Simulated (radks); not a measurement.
Task: The mean radii <r> (bohr) of the occupied orbitals of an atom or ion are listed with their occupations. Calculated with a radial shooting solver on a logarithmic mesh with Libxc functionals: scalar-relativistic Kohn-Sham, SCAN, spin-polarised, spherical densities, finite nucleus; meta-GGA in the generalised Kohn-Sham scheme; Fermi nuclear charge, rms radius of each element as measured or else 0.836 A^(1/3) + 0.57 fm.

orbital  occ.      <r>
1s up       1  0.02905
1s down     1  0.02905
2s up       1   0.1252
2s down     1   0.1251
2p up       3   0.1093
2p down     3   0.1093
3s up       1   0.3309
3s down     1   0.3312
3p up       3   0.3273
3p down     3   0.3276
3d up       5   0.3003
3d down     4   0.3007

Name the element and its charge. Open shells, if any, are filled with parallel spins first.

Result: Z = 50, tin, charge +23: Sn23+ in [Ar] 3d9. The 1s radius gives Z: for a bare nucleus <r> = (2 gamma + 1)/(2Z) with gamma = sqrt(1 - (Z/c)^2), 0.02862 bohr for Z = 50, and screening makes it slightly larger (0.02905 here). The occupations add up to 27, and the charge is Z minus that.
